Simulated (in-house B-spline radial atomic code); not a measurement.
A fraction x of an electron is removed from 2s in Be+, starting from [He] 2s1 and keeping the highest spin. Level of theory: scalar-relativistic (X2C) LDA PW92, spin-polarised, spherical fractional occupations, Fermi nucleus of rms radius 2.519 fm; calculated with an all-electron radial atomic-structure program (B-spline basis).

```
   x  E(x) - E(0) (eV)  2s up level (eV)
   0            0.0000           -14.301
0.05            0.7256           -14.722
 0.2            3.0288           -15.985
0.34            5.3487           -17.153
0.43            6.9257           -17.890
 0.5            8.1978           -18.452
 0.6           10.0821           -19.228
0.69           11.8426           -19.885
0.87           15.5246           -20.942
0.91           16.3651           -21.070
   1           18.2555                 -
```

The exact functional would give a straight line between the two integer points. Deviations E(x) - E(0) - x[E(1) - E(0)], in eV: -0.187 at x = 0.05, -0.622 at x = 0.2, -0.858 at x = 0.34, -0.924 at x = 0.43, -0.93 at x = 0.5, -0.871 at x = 0.6, -0.754 at x = 0.69, -0.358 at x = 0.87, -0.247 at x = 0.91.

The curve lies below the straight line by up to 0.93 eV (at x = 0.5): convex, the delocalisation error that favours fractional charges.

**Question.** How well does Slater's transition state (minus the level at half occupation) give the ionisation energy?

**Answer.** It gives 18.452 eV against 18.256 eV from the two total energies; NIST lists 18.21 eV, ground level to ground level.
